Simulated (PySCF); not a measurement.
Br2Pb, neutral, multiplicity 1. Atoms are numbered in the order given.

```xyz
3

Pb     0.0000     0.0000     0.7746
Br     0.0000     2.0510    -0.9074
Br     0.0000    -2.0510    -0.9074
```

Coordinates come from a B3LYP-D3(BJ)/def2-SVP optimisation. The isomer is the one that the SMILES or the coordinates give; other isomers of the formula were not compared. The def2 effective core potentials stand for the cores of Pb; spin–orbit coupling is left out.

Level of theory: PySCF with PBE/def2-TZVPD.

Gas-phase values at a fixed geometry.

total energy: -5340.57589 hartree
point group: C2v
highest occupied level: -6.75 eV
lowest empty level: -3.96 eV
orbital gap: 2.78 eV
dipole moment: 4.13 D
quadrupole, principal values (traceless, Buckingham form, about the centre of nuclear charge): -11.06, 4.82, 6.23 D·Å
mean static polarisability: 97.5 bohr³ (14.45 Å³)
polarisability, principal values: 66.0, 95.7, 130.9 bohr³
